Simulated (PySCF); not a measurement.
C6H6, SMILES C1=CC=CC1=C. Coordinates come from a PBE-D3(BJ)/def2-SVP optimisation.

Computed equilibrium geometry at PBE-D3(BJ)/def2-SVP (PySCF confirms it by a frequency run) as Cartesian coordinates in Å, and its point group:
point group C2v.
```xyz
12

C      0.0000     0.0000     2.1160
C      0.0000     0.0000     0.7592
C      0.0000    -1.1842    -0.1225
C      0.0000    -0.7382    -1.4147
C      0.0000     0.7382    -1.4147
C      0.0000     1.1842    -0.1225
H      0.0000     0.9415     2.6878
H      0.0000    -0.9415     2.6878
H      0.0000    -2.2234     0.2295
H      0.0000    -1.3615    -2.3195
H      0.0000     1.3615    -2.3195
H      0.0000     2.2234     0.2295
```
